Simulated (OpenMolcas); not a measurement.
V3+: Racah parameters, the spin-orbit constant, worked from levels

```
Program             : OpenMolcas 26.06
Basis               : ANO-RCC-VDZP [5s4p2d1f]
Scalar Hamiltonian  : DKH2, point nucleus
Active space        : 2 electrons in 5 orbitals (3d)
State averaging     : 2S+1 = 3 even, 10 roots; 2S+1 = 1 even, 15 roots
Spin-orbit coupling : state interaction with AMFI integrals over the reference wave functions, term energies averaged over their components
```

Methods: CASSCF; SS-CASPT2, IPEA 0.25 Eh, imaginary shift 0.1 Eh (closed shells correlated: 3s 3p). Measured levels: Sugar and Corliss, J. Phys. Chem. Ref. Data 7, 1191 (1978).

**Racah parameters.** Above 3F, d2 has 3P at 15B, 1G at 12B + 2C and 1D at 5B + 2C. The first two fix B and C, and the third tests them; where it misses by thousands of cm-1, two parameters do not describe the configuration (Trees and configuration-interaction terms are left out) and B and C hang on the terms chosen. Term energies are centres of gravity, weighted by 2J + 1.

```csv
Source,3P,1G,B,C,C/B,"1D from B, C",1D found
CASSCF,16409,21167,1094,4020,3.67,13510,13607
SS-CASPT2,13758,19220,917,4107,4.48,12799,10763
```

Energies in cm-1. From CASSCF to SS-CASPT2, B changes by -16.2 % and C by +2.2 %.

**The spin-orbit constant.** For the Hund term 3F of d2, E(J) = (A/2) J(J+1) + constant and ζ = 2S·A = 2A. From J = 2 to J = 4 the energy changes by 7 A.

| Source | E(4) - E(2) | A | ζ |
| --- | --- | --- | --- |
| CASSCF | 763.6 | 109.1 | 218 |
| SS-CASPT2 | 765.3 | 109.3 | 219 |
| measured | 734.7 | 105.0 | 210 |

All in cm-1. SS-CASPT2 is off by +4.2 % and CASSCF by +3.9 %. Both methods take the spin-orbit matrix elements from the reference wave functions, so the second can move ζ only through the term energies and any multistate remixing. Second-order mixing with other terms is absorbed into this ζ.

CASPT2 does not keep the components of a term degenerate, so their means are used; among the terms shown or strongly mixed into the levels shown the widest spread is 530 cm-1 (3d2 3F, SS-CASPT2). The basis is small and was not contracted for so high a charge. Without dynamic correlation excited terms often stand tens of per cent too high (terms of higher spin than the ground term too low), and those without a measured partner can miss by more than the paired ones (holds for CASSCF). Computed and measured levels are paired by configuration, term and J; levels that our copy of the source lacks, or whose pairing is in doubt (as where it misses far off the trend of its configuration), stay unpaired and out of the deviations. Only configurations of the active space appear.
